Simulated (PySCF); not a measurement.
# Ionisation energy of V²⁺ by level of theory

V²⁺ [Ar] 3d3 (4F) → V³⁺ [Ar] 3d2 (3F), as a difference of total energies. Computed with PySCF 2.14 in aug-cc-pVDZ-DK, with scalar relativity by spin-free X2C-1e. Correlated levels: valence: [Ar] frozen. The calculations carry no spin-orbit coupling.

```
           method  ionisation energy (eV)  plus first-order spin-orbit estimate  error of that sum (eV)
              UHF                  28.453                                28.443                  -0.868
              LDA                  30.371                                30.361                  +1.050
              PBE                  30.163                                30.153                  +0.842
             PBE0                  29.983                                29.974                  +0.663
           r2SCAN                  30.078                                30.068                  +0.757
           revPBE                  30.091                                30.081                  +0.770
           M06-2X                  29.546                                29.536                  +0.225
          LC-wPBE                  30.090                                30.080                  +0.769
            B3LYP                  30.071                                30.062                  +0.751
    MP2 (valence)                  28.741                                28.731                  -0.580
SCS-MP2 (valence)                  28.549                                28.539                  -0.772
```

Reference: 29.311 eV (measured; NIST Atomic Spectra Database, ionization energies).

A first-order spin-orbit estimate (lowest level to lowest level, LS coupling) adds -0.010 eV.

Errors of the correlated levels include the incompleteness of this basis and the frozen core.
